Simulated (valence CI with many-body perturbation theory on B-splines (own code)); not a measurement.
# Pt13+: input, log and results

Computed by valence CI with perturbative core correlation (CI+MBPT): five valence electrons over a frozen Dirac-Fock core [Kr] 4d10 4f14, radial functions for each j: 6 s, 6 p, 5 d, 3 f, 1 g, with the one-electron correlation potential Σ1 (screened to all orders), the two-electron term Σ2, the three-electron term Σ3, Breit, model QED; selected single and double excitations, second order for the rest, scaled by the run's own slope (own B-spline code, finite nucleus).

Command, and the settings that its task file holds:

```sh
python run_cv.py task.json out
```

```
atom Pt  Z=78  mass_number=195  rms_radius_fm=5.4270
core [Kr] 4d10 4f14
valence 5s2 5p3
avg = 1
basis = S
breit = 1
cap = 10000
capref = 1200
cscale = 1
de = 0.0
dress = 0
eps = 2e-08
extrap = 1
h = 0.27
hh = 1
l2 = 3
lcore = 6
maxit = 60
n2 = 5
natural = 1
nlev = 21
nno = [3, 3, 3, 2, 1]
nroot = 26
nsp = [3, 3, 2, 1, 0]
pt2 = 1
qed = 1
rmax = 4.24
rpa = 1
s1 = 1
s2 = 1
s3 = 1
screen = 1
tol = 2e-05
whole = 1
```

It took 73 s on 1 thread of Arm Neoverse V1, with other jobs on the host.

Log. The first blocks belong to the next ion, which gives the ionisation energy. Fields: 2J, parity (1 odd), roots, reference size, generating configurations, candidates as configurations/state functions, variational space P, stored matrix elements, Davidson steps; e2 is the range of second-order energies in hartree. The first line gives the box (bohr), its intervals, the orbitals and the steps of their self-consistent field. Window is the range of levels sought, series limit the energy at which the first omitted orbital would enter, core excitation an estimate of the first excitation out of the core, left out the lowest levels not solved, and shifts from estimates the range by which levels moved from their first estimate, all in cm⁻¹.

```
rmax 4.2 intervals 58 orbitals 36 references ['5s2 5p3', '5s 5p4', '5s2 5p2 5d', '5p5', '5s 5p3 5d'] scf 6 t 1.3
2J=0 par=0 roots 2 ref 16 generators 9 cand 3679/6058 P 723/1000 nnz 0 it 0
2J=0 par=0 roots 2 ref 16 generators 13 cand 4145/7097 P 1598/2418 nnz 0 it 5
   second order: generators 38 cand 8900/16712 e2 -0.00003 -0.00002
reference levels 219, estimated 4, window 167504 1/cm; series limit 999455, core excitation 209380
2J=3 par=1 roots 2 ref 47 generators 7 cand 4077/34551 P 897/3556 nnz 2e+06 it 4
2J=3 par=1 roots 2 ref 47 generators 16 cand 8693/81319 P 2011/9989 nnz 9.2e+06 it 5
   second order: generators 40 cand 17991/210852 e2 -0.00014 -0.00012
2J=5 par=1 roots 1 ref 44 generators 4 cand 3966/39938 P 724/3556 nnz 2.2e+06 it 4
2J=5 par=1 roots 1 ref 44 generators 12 cand 8134/89713 P 1508/9360 nnz 9.5e+06 it 5
   second order: generators 28 cand 16517/225661 e2 -0.00017 -0.00017
2J=1 par=1 roots 1 ref 30 generators 5 cand 3795/16106 P 990/3312 nnz 1.6e+06 it 5
2J=1 par=1 roots 1 ref 30 generators 12 cand 7011/38638 P 1717/6143 nnz 3.3e+06 it 5
   second order: generators 30 cand 16554/112479 e2 -0.00012 -0.00012
left out: unestimated 312882, estimated none, shifts from estimates -31 to 8
operators 6.4
```

The Davidson iterations converged.

No measured levels were compared; by estimate levels hold to about 250 cm⁻¹ or 0.2 % of their energy and the worst to 1 %, as in measured heavy ions of charge 2 to 7. The list stops below the first excitations out of the core. Only levels of the ground parity were solved; by the run's estimate the other parity begins above the list, which can be wrong where configurations are misplaced.

| Item | Value |
| --- | --- |
| Valence energy | -66.81818 hartree |
| Ionisation energy | 285.13 eV (NIST: 293 ± 15 eV (theoretical)) |
| Reference configurations for the orbitals | 5s2 5p3, 5s 5p4, 5s2 5p2 5d, 5p5, 5s 5p3 5d |
| Radial orbitals | 36 |
| Box radius | 4.24 bohr |
| Largest variational space | 9989 |
| Lowest levels | (5s^2 5p1/2^2 5p3/2) J=3/2 0.000, (5s^2 5p1/2 5p3/2^2) J=3/2 16.664, (5s^2 5p1/2 5p3/2^2) J=5/2 18.882 eV |

Levels are named by their leading jj configuration (3d3/2^4 stands for four electrons in 3d with j = 3/2), which in mixed levels can hold well under half, so a name can repeat and another be missing.
